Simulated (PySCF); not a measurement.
A structure optimised at B3LYP-D3(BJ)/def2-TZVPD, used in a PySCF frequency run:

```
S
H 1 1.3581
H 1 1.3581 2 94.21
H 1 1.3581 2 94.21 3 -94.55
```
Charge +1, spin multiplicity 1.

Problem. Write its SMILES, formula and point group.

Solution. [SH3+], H₃S, C3v

Problem. What are its rotational constants (standard atomic weights)?

Solution. 146.70, 146.70, 126.61 GHz
